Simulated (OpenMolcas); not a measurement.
## Cl: thermal populations, the spin-orbit constant, worked from levels

```json
{
  "Program": "OpenMolcas 26.06",
  "Basis": "ANO-RCC [8s7p5d4f2g]",
  "Scalar Hamiltonian": "DKH2, point nucleus",
  "Active space": "7 electrons in 9 orbitals (RAS2 3s 3p; RAS3 3d, at most 2 electrons)",
  "State averaging": "2S+1 = 2 odd, 3 roots; 2S+1 = 2 even, 1 root",
  "Spin-orbit coupling": "RASSI with atomic mean-field integrals over the reference wave functions, term energies averaged over their components"
}
```

Methods: RASSCF; SS-RASPT2, IPEA 0.25 Eh, imaginary shift 0.1 Eh (closed shells correlated: 2s 2p). Measured levels: NIST Handbook of Basic Atomic Spectroscopic Data.

**Thermal populations.** Z = Σ (2J + 1) exp(-E/kT) with k = 0.695035 cm-1/K, over the levels below. No other level of either list lies under 71900 cm-1, which is above 7 kT at each temperature.

```csv
Level,2J + 1,SS-RASPT2,measured
3s2 3p5 2P* 3/2,4,0.0,0.0
3s2 3p5 2P* 1/2,2,782,882
```

```json
{"T (K)": "5000", "Z, SS-RASPT2": "5.597", "Z, measured levels": "5.552", "Ground level (%), SS-RASPT2": "71.5", "Ground level (%), measured levels": "72.1"}
{"T (K)": "8000", "Z, SS-RASPT2": "5.738", "Z, measured levels": "5.707", "Ground level (%), SS-RASPT2": "69.7", "Ground level (%), measured levels": "70.1"}
{"T (K)": "12000", "Z, SS-RASPT2": "5.821", "Z, measured levels": "5.799", "Ground level (%), SS-RASPT2": "68.7", "Ground level (%), measured levels": "69.0"}
```

At 12000 K, kT = 8340 cm-1, and the computed levels give Z = 4.000 + 1.821 = 5.821.

**The spin-orbit constant.** For the Hund term 2P* of p5, E(J) = (A/2) J(J+1) + constant and ζ = -2S·A = -A. From J = 1/2 to J = 3/2 the energy changes by 1.5 A.

```tsv
Source	E(3/2) - E(1/2)	A	ζ
RASSCF	-782.0	-521.3	521
SS-RASPT2	-782.0	-521.3	521
measured	-882.4	-588.3	588
```

All in cm-1. SS-RASPT2 is off by -11.4 % and RASSCF by -11.4 %. Both methods take the spin-orbit matrix elements from the reference wave functions, so the second can move ζ only through the term energies and any multistate remixing.

Active for correlation alone: 3d; no level in the range computed is led by a configuration that fills it, so any true level of that kind is missing. Without dynamic correlation excited terms often stand tens of per cent too high (terms of higher spin than the ground term too low), and those without a measured partner can miss by more than the paired ones (holds for RASSCF). Measured partners are found by configuration, term and J. A level has none where our copy of the source lacks it or the pairing is in doubt (some pairs that miss far off the trend of their configuration count as doubtful), and it then counts in no deviation. Only configurations of the active space appear.

* marks odd parity.
